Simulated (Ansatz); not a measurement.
Consider the redistribution: `[SeH][SeH]` + `C[O][GeH2][AlH2]` → `C[O][GeH2][SeH]` + `[AlH2][SeH]`.

Calculated with Ansatz (gas phase, PBE0-D4/def2-TZVP geometries, no zero-point term in ΔE). CCSD(T)/CBS is the MP2 limit (def2-TZVPP, def2-QZVPP) plus CCSD(T) − MP2 in def2-TZVPP, frozen cores. For Ge, Se outer-core shells are correlated without core-valence functions, which leaves a few kJ/mol of doubt a bond. Scalar relativity is left out up to krypton. One conformer a species, not always the lowest.

`[SeH][SeH]`:

Cartesian coordinates in Å:
```
Se 1.164 0.471 0.198
Se -0.623 -0.982 0.512
H 1.131 0.461 -1.274
H -1.671 0.051 0.564
```

`C[O][GeH2][AlH2]`:

```xyz
11

C     0.902   -0.399    1.555
O     0.254    0.790    1.189
Ge    0.037    1.093   -0.568
Al   -1.469   -0.621   -1.579
H     0.918   -0.458    2.647
H     1.941   -0.433    1.197
H     0.384   -1.294    1.179
H     1.455    1.115   -1.203
H    -0.513    2.532   -0.608
H    -1.949   -1.874   -0.730
H    -1.960   -0.451   -3.079
```

`C[O][GeH2][SeH]`:

Cartesian coordinates in Å:
```
C -1.191 -0.305 1.032
O 0.054 0.353 0.997
Ge 1.206 -0.056 -0.288
Se 0.290 0.356 -2.417
H -1.755 0.091 1.878
H -1.770 -0.131 0.116
H -1.079 -1.389 1.170
H 1.500 -1.566 -0.267
H 2.416 0.835 -0.001
H 0.328 1.811 -2.220
```

`[AlH2][SeH]`:

```xyz
5

Al   -0.508    0.037   -0.485
Se    1.329    0.775    0.712
H    -1.055    1.013   -1.601
H    -1.130   -1.377   -0.150
H     1.363   -0.448    1.524
```

| level | ΔE (kcal/mol) |
| --- | --- |
| HF/def2-QZVPP | -44.5 |
| MP2/def2-QZVPP | -46.6 |

Problem. What does CCSD(T)/CBS give? (Best estimate.)

Solution. Ansatz gave: -43.8 kcal/mol. The listed levels differ from it by -0.7, -2.8 kcal/mol.

Largest T1 diagnostic among the species: 0.012.

From PBE to PBE0 (25 % exact exchange), in def2-TZVPP and without D4, ΔE moves by −2.2 kcal/mol.
